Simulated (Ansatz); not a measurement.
`FBOCS` + `O[SiH2]O` → `O[SiH2]OCS` + `OBF`  (substitution at a C–O bond)

Calculated with Ansatz (gas phase, PBE0-D4/def2-TZVP geometries, no zero-point term in ΔE). CCSD(T)/CBS adds triple-zeta CCSD(T) − MP2 to the extrapolated MP2 energy (def2 sets, frozen cores). This one scheme is used for every species. Functionals use def2-TZVPP. B3LYP here is the variant with VWN-RPA as its local correlation; programs differ in this. One conformer a species, not always the lowest.

(1) Is it downhill or uphill in electronic energy at CCSD(T)/CBS, and by how much? (An estimate is asked.)

(2) What do these levels give: r2SCAN-D4, PBE0-D4, B3LYP-D4, PBE0, HF/CBS(def2), MP2/CBS(def2)? (Best estimate.)

Largest T1 diagnostic among the species: 0.013.

## Answers

(1) Ansatz gave: Downhill: ΔE = -0.08 eV.

(2) Computed: r2SCAN-D4 -0.10, PBE0-D4 -0.11, B3LYP-D4 -0.11, PBE0 -0.07, HF/CBS(def2) -0.01, MP2/CBS(def2) -0.09 eV.

The D4 term adds −0.07 eV with B3LYP and −0.04 eV with PBE0; it sums over pairs of atoms, weighted by their polarisabilities, and B3LYP, whose exchange is more repulsive, gets the larger term. In def2-TZVPP, CCSD(T) changes the Hartree–Fock value by −0.07 eV (the triples alone add −0.02 eV) and MP2 by −0.07 eV.
